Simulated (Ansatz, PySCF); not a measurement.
Breaking the N2–H5 bond in aminoborane (SMILES BN) (multiplicity 1 held, fragments rigid). Energies count from the point at 1.007 Å.
Geometry at that point (charge 0, multiplicity 1):
```xyz
6

B     -0.776     0.045    -0.003
N      0.609    -0.035     0.002
H     -1.414    -0.963    -0.031
H     -1.294     1.119     0.020
H      1.210     0.773     0.025
H      1.113    -0.907    -0.016
```

U- levels take the lowest unrestricted solution at each point, which mixes spins at long bonds. Active spaces are followed from a long bond inwards. Curves can end on different states.

Correlated levels freeze the cores. Rows in 3-21G, 6-31G* carry no dispersion term and start afresh at each structure (6-31G* with six Cartesian d functions). MP2/6-31G* freezes PySCF's default core.

The values were computed with Ansatz (Gaussian orbitals); PySCF for 3-21G rows, 6-31G* rows. Values without a source in brackets are computed.

Other levels give for the energy at R = 3.222 Å: U-PBE/cc-pVTZ 121.92; U-B3LYP/cc-pVTZ 125.53; U-wB97X-V/cc-pVTZ 128.52; FIC-MRCISD+Q on CASSCF(2,2)/cc-pVTZ 128.37 kcal/mol.

Common cheap choices:

```tsv
level	energy at R = 3.222 Å (kcal/mol)
R-HF/3-21G	226.39
R-HF/6-31G*	220.38
U-HF/6-31G*	101.87
R-B3LYP/6-31G*	162.89
U-B3LYP/6-31G*	123.50
R-MP2/6-31G*	146.92
```

Doubts at one or more of the structures used: a restricted determinant that unrestricted orbitals would lower (R-HF/3-21G, R-HF/6-31G*, R-B3LYP/6-31G*, R-MP2/6-31G*); a spin-contaminated determinant (U-HF/6-31G*, U-B3LYP/6-31G*, U-PBE/cc-pVTZ, U-B3LYP/cc-pVTZ, U-wB97X-V/cc-pVTZ).

Ansatz is a program for electronic structure.
